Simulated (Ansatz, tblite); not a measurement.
Forces on Al7H at its B3LYP-D4/def2-SVP geometry. The state is a singlet with charge 0.

The xTB rows come from tblite. The restricted singlet is unstable towards broken spin symmetry in Hartree–Fock (as tested in another run); at PBE-D4/def2-TZVP this wasn't settled. Another isomer (singlet) lies 0.94 eV lower at PBE0-D4/def2-TZVP; other spin states weren't run for this one.

GFN1-xTB (tblite), largest force 2.13 eV/Å:

```xyz
8
positions Å, forces eV/Å
Al    2.066   -1.682    0.869   -0.030    0.282    0.465
Al    0.416    2.610   -0.698    0.430    0.154    0.481
Al   -0.739   -1.345    0.697   -1.617    0.172   -0.737
Al   -1.381    1.559   -2.130   -0.682    0.025    0.035
Al   -2.548    0.272   -0.163   -0.200    0.393   -0.198
Al    1.521    1.018    0.976    0.282    0.211   -0.246
Al    0.396   -0.075   -1.137    0.543   -0.025   -1.003
H     0.268   -2.356    1.585    1.274   -1.212    1.203
```

GFN2-xTB (tblite), largest force 1.00 eV/Å:

```
Al -0.449 0.828 -0.244
Al -0.024 0.104 0.509
Al 0.073 -0.012 0.420
Al -0.470 -0.070 -0.597
Al 0.336 0.145 -0.150
Al 0.479 -0.452 0.169
Al 0.163 0.208 -0.758
H -0.109 -0.750 0.651
```

PBE-D4/def2-TZVP (Ansatz), largest force 0.39 eV/Å:

```
Al -0.350 0.171 -0.013
Al -0.019 -0.048 0.012
Al 0.075 0.133 -0.007
Al -0.112 0.004 0.009
Al 0.204 0.065 -0.104
Al -0.053 -0.205 -0.010
Al 0.024 0.019 0.019
H 0.230 -0.139 0.094
```
